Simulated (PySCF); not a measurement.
Computed with B3LYP-D3(BJ)/def2-TZVP // M06-2X/def2-TZVP (PySCF 2.14.0). Isolated molecules, 0 K electronic values unless said otherwise. B3LYP has the VWN-RPA correlation part, as in Gaussian. Delta-SCF ions had no search for a lower state. 

Reference species (SMILES): `B` (neutral, multiplicity 1).

- HOMO = -9.75 eV
- HOMO–LUMO gap = 7.53 eV
- LUMO = -2.22 eV
- vertical ionisation energy (Delta-SCF) = 13.18 eV

Changed species: `B[Si](F)(F)F` (X = trifluorosilyl; the reference has X = H).

Problem. Give the shifts of the HOMO, HOMO–LUMO gap, LUMO and vertical ionisation energy (Delta-SCF).

Solution. the HOMO rises by 0.37 eV, to -9.38 eV; the HOMO–LUMO gap falls by 1.62 eV, to 5.91 eV; the LUMO falls by 1.25 eV, to -3.47 eV; the vertical ionisation energy (Delta-SCF) drops by 1.09 eV, to 12.09 eV.
